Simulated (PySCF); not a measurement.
CH4OPb, SMILES C[O][PbH] (connectivity only; charge and spin as stated), neutral, multiplicity 1.

The structure is a stationary point at PBE0-D3(BJ)/def2-SVP. The def2 effective core potentials stand for the cores of Pb; spin–orbit coupling is left out.

Computed with TDA-ωB97X/def2-SVPD (PySCF).

Vertical excitations.  State labels are in the subgroup Cs.

Computed excitation energies, oscillator strengths and character:
```
state  symmetry  energy (eV)  λ (nm)      f                                                main pairs
-----  --------  -----------  ------  -----  --------------------------------------------------------
S1           A"         3.25     381  0.013                                            HOMO→LUMO 97 %
S2           A"         4.05     306  0.007                                          HOMO−2→LUMO 96 %
S3           A'         4.66     266  0.047                                          HOMO−1→LUMO 88 %
S4           A'         5.51     225  0.034                                          HOMO→LUMO+1 90 %
S5           A"         6.16     201  0.008                                        HOMO−1→LUMO+1 80 %
S6           A'         6.48     191  0.181  HOMO−2→LUMO+1 48 %, HOMO→LUMO+2 26 %, HOMO−2→LUMO+2 16 %
S7           A'         6.66     186  0.431                      HOMO→LUMO+2 69 %, HOMO−2→LUMO+1 14 %
S8           A"         7.34     169  0.005                                        HOMO−1→LUMO+2 80 %
S9           A'         7.70     161  0.202  HOMO−2→LUMO+2 56 %, HOMO→LUMO+3 13 %, HOMO−2→LUMO+1 12 %
S10          A"         7.70     161  0.028                                          HOMO−3→LUMO 88 %
T1           A"         2.69     460      0                                            HOMO→LUMO 98 %
T2           A'         3.75     331      0                                          HOMO−1→LUMO 96 %
T3           A"         3.86     322      0                                          HOMO−2→LUMO 96 %
T4           A'         4.99     248      0                                          HOMO→LUMO+1 87 %
```
Triplets are in the Tamm–Dancoff approximation.
